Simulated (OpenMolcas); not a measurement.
# Ionisation energies of iron

```json
{
 "Program": "OpenMolcas 26.06",
 "Basis": "ANO-RCC [10s9p8d6f4g2h]",
 "Scalar Hamiltonian": "DKH2, point nucleus",
 "Spin-orbit coupling": "state interaction with AMFI integrals over the reference wave functions, term energies averaged over their components"
}
```

Active shells in each charge state: the valence d shell, with orbitals averaged over the low states. Where CASPT2's correlated closed shells are named, they are those of the first ion.

A. CASSCF
B. SS-CASPT2, IPEA 0.25 Eh, imaginary shift 0.1 Eh (closed shells correlated: 3s 3p)
C. SS-CASPT2, IPEA 0 Eh, imaginary shift 0.1 Eh (closed shells correlated: 3s 3p)
D. SS-CASPT2, IPEA 0.25 Eh, imaginary shift 0.1 Eh (closed shells correlated: 2s 2p 3s 3p)
E. SS-CASPT2, IPEA 0.25 Eh, imaginary shift 0.1 Eh (closed shells correlated: none)

Energies in eV between the lowest computed levels, named as in B; reference values from the NIST Atomic Spectra Database with their kind.

```csv
From,To,A,B,C,D,E,Spin-orbit share in B,Reference
Fe2+ 3d6 5D4,Fe3+ 3d5 6S 5/2,28.180,30.695,30.699,30.710,30.104,+0.053,30.651 (measured)
Fe3+ 3d5 6S 5/2,Fe4+ 3d4 5D0,53.694,55.061,55.131,55.099,54.604,-0.100,54.910 (measured)
Fe4+ 3d4 5D0,Fe5+ 3d3 4F 3/2,74.178,75.412,75.450,75.474,74.887,-0.048,75.000 (semi-empirical)
Fe5+ 3d3 4F 3/2,Fe6+ 3d2 3F2,98.173,99.244,99.304,99.329,98.597,-0.015,98.985 (measured)
Fe6+ 3d2 3F2,Fe7+ 3d 2D 3/2,124.113,124.992,125.038,125.097,124.275,+0.029,124.967 (measured)
Fe7+ 3d 2D 3/2,Fe8+ 3p6 1S0,150.006,150.919,150.967,151.027,150.006,+0.134,151.060 (measured)
```

Error against the reference values, in %:

```csv
From,Reference,A,B,C,D,E
Fe2+,measured,-8.1,+0.1,+0.2,+0.2,-1.8
Fe3+,measured,-2.2,+0.3,+0.4,+0.3,-0.6
Fe4+,semi-empirical,-1.1,+0.5,+0.6,+0.6,-0.2
Fe5+,measured,-0.8,+0.3,+0.3,+0.3,-0.4
Fe6+,measured,-0.7,0,+0.1,+0.1,-0.6
Fe7+,measured,-0.7,-0.1,-0.1,0,-0.7
```

Mean absolute error over the 5 measured values: A 1.28 eV, B 0.12 eV, C 0.15 eV, D 0.15 eV, E 0.60 eV. B lies closest.

The lowest level within the active space need not be the ion's true ground level.
